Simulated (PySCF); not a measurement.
**Cost of excited-state runs on SMILES SCC[C@@H]1[CH][Se]N=C1, C5H8NSSe, doublet**

Cartesian coordinates in Å; atom numbers follow the order of the lines, from 1:
```xyz
16

S    -3.1785    0.6771   -0.3125
C    -1.7178   -0.3226    0.1447
C    -0.4220    0.3891   -0.1968
C     0.8180   -0.4960    0.1073
C     1.0244   -0.7734    1.5564
Se    2.5261    0.0507    2.2167
N     2.9416    0.5900    0.5340
C     2.0608    0.2365   -0.3105
H    -2.9247    1.6885    0.5157
H    -1.7873   -0.5509    1.2075
H    -1.8220   -1.2447   -0.4273
H    -0.4189    0.6466   -1.2583
H    -0.3412    1.3138    0.3812
H     0.7011   -1.4220   -0.4762
H     0.3258   -1.2837    2.1881
H     2.2070    0.5098   -1.3464
```

PySCF with density fitting, on 1 thread of an Arm Neoverse N1, shared host. Command: `OMP_NUM_THREADS=1 python excited_run.py task.json out`

How long does each of these runs take, and how much memory?
- open-shell absorption, CAM-B3LYP/def2-SVP; 10 states; Tamm-Dancoff; writes grids
- open-shell absorption, CAM-B3LYP/def2-SVP; 10 states; full response; IEF-PCM methanol; SCF tolerance 1e-11 Eh


```tsv
run	level	basis functions	wall time	peak memory (GiB)
open-shell absorption	CAM-B3LYP/def2-SVP	174	2.4 min	0.82
open-shell absorption	CAM-B3LYP/def2-SVP	174	3.4 min	0.87
```
Times from a shared host are rough.
